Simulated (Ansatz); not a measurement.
Cost and result for the atomization energy of B2H4SSi (`B1[SiH2]BS1`) (8 atoms, 8 bonds).

Charge 0, multiplicity 1. The geometry is a stationary point of PBE0-D4/def2-TZVP. Program: Ansatz. All runs use 2 threads of an Arm Neoverse V1 on a shared host. Times are those of one run each, without the atoms' runs, and a repeat can differ threefold. Electronic energies, without spin–orbit coupling; frozen cores. CCSD(T)/CBS adds CCSD(T) − MP2 in def2-TZVPP to the MP2 limit, and its time is that of the two runs behind it. T1 = 0.019. B3LYP takes the VWN-RPA correlation (the form of Gaussian; ORCA's B3LYP/G). HSE06 is the plane-wave form, built on full-range PBE exchange.

CCSD(T)/CBS is a level of theory with its own doubt, some kJ/mol a heavy atom from the limit and from the frozen cores, so smaller differences don't rank the functionals.

```
                            level  functions  wall time  atomization (kcal/mol)  difference from CCSD(T)/CBS  per bond
           LDA (SPW92)/def2-TZVPP        202      1.5 s                   725.0                         90.9      11.4
                 CCSD(T)/def2-SVP         84      2.2 s                   601.2                        -32.9      -4.1
              HSE06-D4/def2-TZVPP        202      3.6 s                   644.8                         10.7       1.3
          CAM-B3LYP-D4/def2-TZVPP        202        4 s                   637.2                          3.1       0.4
B3LYP-D4/def2-TZVPP (with forces)        202      5.5 s                   637.1                          3.0       0.4
                B2PLYP/def2-TZVPP        202      6.5 s                   629.7                         -4.4      -0.6
              PBE-QIDH/def2-TZVPP        202      6.5 s                   639.9                          5.8       0.7
               ωB97X-V/def2-TZVPP        202       10 s                   643.4                          9.3       1.2
                B97M-V/def2-TZVPP        202       12 s                   650.9                         16.8       2.1
 ωB97M-V/def2-TZVPP (with forces)        202       14 s                   642.1                          8.0       1.0
                   MP2/def2-QZVPP        374       21 s                   637.8                          3.7       0.5
               CCSD(T)/def2-TZVPP        202       51 s                   618.1                        -16.0      -2.0
                CCSD(T)/CBS(def2)          –       71 s                   634.1                          0.0       0.0
```

Leaving LDA and LC-ωPBE aside and taking each functional with its dispersion term where it has one, the values, not all of them listed here, spread over 25.0 kcal/mol, from BHLYP-D4 to B97M-V. LDA lies +79.0 kcal/mol from PBE without D4, its usual overbinding. From PBE to PBE0 (25 % exact exchange), in def2-TZVPP and without D4, the atomization energy moves by −5.5 kcal/mol: exact exchange takes away binding that semilocal exchange gives to molecules. In def2-TZVPP, CCSD(T) changes the Hartree–Fock value by +134.4 kcal/mol (the triples alone add +11.1 kcal/mol) and MP2 by +144.7 kcal/mol; breaking electron pairs costs correlation energy, which Hartree–Fock lacks.
